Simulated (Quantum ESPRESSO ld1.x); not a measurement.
Problem. The mean radii <r> (bohr) of the occupied orbitals of an atom or ion are listed with their occupations. All-electron calculation, scalar-relativistic Kohn-Sham, exchange-only LDA, spin-polarised, spherical densities, point nucleus. Program: ld1.x of Quantum ESPRESSO 7.5.

orbital  occ.      <r>
1s          2  0.07320
2s          2   0.3447
2p          6   0.3083
3s          2    1.059
3p          6    1.133

Name the element and its charge. Open shells, if any, are filled with parallel spins first.

Solution. Z = 21, scandium, charge +3: Sc3+ in [Ar]. The 1s radius gives Z: for a bare nucleus <r> = (2 gamma + 1)/(2Z) with gamma = sqrt(1 - (Z/c)^2), 0.07087 bohr for Z = 21, and screening makes it slightly larger (0.07320 here). The occupations add up to 18, and the charge is Z minus that.
